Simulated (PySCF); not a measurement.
Computed shifts of a molecule C3H7BFN, KT2/pcSseg-1 (PySCF), GIAO, gas phase, equivalent atoms averaged, in ppm (number of nuclei): ¹³C: 134.4 (1), 130.4 (1), 31.6 (1). ¹⁹F: -177.6 (1). ¹⁵N: 96.0 (1). ¹H: 6.48 (1), 6.23 (1), 5.89 (1), 3.17 (3), 2.91 (1). References: ¹³C against TMS (σ = 185.1 ppm); ¹¹B against BF3 (σ = 89.8 ppm); ¹⁹F against CFCl3 (σ = 127.1 ppm); ¹⁵N against NH3 (σ = 266.2 ppm); ¹H against TMS (σ = 31.47 ppm), references at their B3LYP-D3(BJ)/def2-TZVP geometries, non-relativistic. Coordinates come from a ωB97X-D3(BJ)/def2-SVP optimisation. Other conformers were not sampled.

Identify the compound among the candidates.
A. NB1CC(F)C1
B. C=CB(N)CF
C. NB1CC[C@@H]1F
D. C=CB(F)NC

D, C=CB(F)NC
